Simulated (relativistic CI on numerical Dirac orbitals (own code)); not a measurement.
d7 in a ligand field

Computed with a parametric ligand-field model of a d^n configuration (Racah B and C, spin-orbit zeta, crystal field), exact diagonalisation.

Field parameters in Wybourne normalisation: D3d B²₀ = −7Dσ, B⁴₀ = −14Dq − 21Dτ, B⁴₃ = −14√(10/7) Dq; D4h B²₀ = −7Ds, B⁴₀ = 21(Dq − Dt), B⁴₄ = 21√(5/14) Dq; Oh B⁴₀ = 21Dq, B⁴₄ = √(5/14) B⁴₀. The field is a parameter set, without covalency.

(1) Ground term and bands for B = 300, C = 1420, ζ = 0 cm⁻¹, Oh, 10Dq = 20000 cm⁻¹?

(2) Ground term and bands for B = 490, C = 2400, ζ = 0 cm⁻¹, Oh, 10Dq = 4100 cm⁻¹?

(3) Ground term and bands for B = 560, C = 2670, ζ = 0 cm⁻¹, Oh, 10Dq = 23350 cm⁻¹?

(4) Ground term and bands for B = 380, C = 1760, ζ = 0 cm⁻¹, D3d, 10Dq = 19450, Dσ = -790, Dτ = 490 cm⁻¹?

(5) Ground term and bands for B = 510, C = 2100, ζ = 0 cm⁻¹, D4h, 10Dq = 27200, Ds = -1000, Dt = -720 cm⁻¹?

## Answers

(1) Ground term 2E with 1.01 electrons in the two orbitals of the cubic e set. Spin-allowed: 2T1 18832 cm⁻¹ (531 nm), 2T2 19210 cm⁻¹ (521 nm), 2T1 21040 cm⁻¹ (475 nm), 2T2 26562 cm⁻¹ (376 nm). Lowest spin-forbidden: 4T1 13251 cm⁻¹ (755 nm), 4T2 32493 cm⁻¹ (308 nm), 4T1 36235 cm⁻¹ (276 nm).

(2) Ground term 4T1 with 2.09 electrons in the two orbitals of the cubic e set. Spin-allowed: 4T2 3547 cm⁻¹ (2819 nm), 4A2 7647 cm⁻¹ (1308 nm), 4T1 10344 cm⁻¹ (967 nm). Lowest spin-forbidden: 2E 6725 cm⁻¹ (1487 nm), 2T1 9809 cm⁻¹ (1019 nm), 2T2 9999 cm⁻¹ (1000 nm).

(3) Ground term 2E with 1.02 electrons in the two orbitals of the cubic e set. Spin-allowed: 2T1 21359 cm⁻¹ (468 nm), 2T2 22011 cm⁻¹ (454 nm), 2T1 25287 cm⁻¹ (395 nm), 2T2 34812 cm⁻¹ (287 nm). Lowest spin-forbidden: 4T1 10778 cm⁻¹ (928 nm), 4T2 32840 cm⁻¹ (305 nm), 4T1 39952 cm⁻¹ (250 nm).

(4) Ground term 2E with 1.04 electrons in the two orbitals of the cubic e set. Spin-allowed: 2E 19977 cm⁻¹ (501 nm), 2A1 20393 cm⁻¹ (490 nm), 2A2 20597 cm⁻¹ (485 nm), 2E 20788 cm⁻¹ (481 nm). Lowest spin-forbidden: 4E 12762 cm⁻¹ (784 nm), 4A2 14345 cm⁻¹ (697 nm), 4E 33971 cm⁻¹ (294 nm).

(5) Ground term 2B1 with 1.01 electrons in the two orbitals of the cubic e set. Spin-allowed: 2A1 7523 cm⁻¹ (1329 nm), 2B2 26781 cm⁻¹ (373 nm), 2E 31924 cm⁻¹ (313 nm), 2A2 33049 cm⁻¹ (303 nm). Lowest spin-forbidden: 4A2 24462 cm⁻¹ (409 nm), 4E 25093 cm⁻¹ (399 nm), 4E 51950 cm⁻¹ (192 nm).
